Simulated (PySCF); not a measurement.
Ni (nickel, neutral) across methods

[Ar] 3d9 4s1, high-spin 3D determinant (an excited configuration). All numbers are calculated (PySCF 2.14, no relativity, point nucleus, in def2-QZVPPD). The B2PLYP total includes its PT2 part (frozen core); its orbital energies are those of the SCF part.

```tsv
method	E (hartree)	mean ε 3d α (eV)	mean ε 3d β (eV)	mean ε 4s α (eV)	Σ⟨r²⟩ (bohr²)	⟨S²⟩
B2PLYP	-1508.039	-9.427	-8.175	-5.711	32.44	2.001
BLYP	-1508.410	-5.179	-4.189	-4.706	32.71	2.000
LDA	-1505.657	-5.634	-4.513	-4.967	32.47	2.000
r2SCAN	-1508.288	-5.310	-4.171	-5.065	32.22	2.001
PBE	-1508.074	-5.649	-4.510	-4.824	33.02	2.000
B3LYP	-1508.363	-7.029	-5.931	-5.255	32.42	2.000
BP86	-1508.554	-5.931	-4.790	-4.950	32.89	2.001
PBE0	-1508.074	-7.266	-6.119	-5.295	32.33	2.000
```

**Question.** Estimate the same row for UHF.

**Answer.** E (hartree) = -1506.82940; mean ε 3d α (eV) = -13.170; mean ε 3d β (eV) = -11.680; mean ε 4s α (eV) = -6.429; Σ⟨r²⟩ (bohr²) = 33.10; ⟨S²⟩ = 2.001.
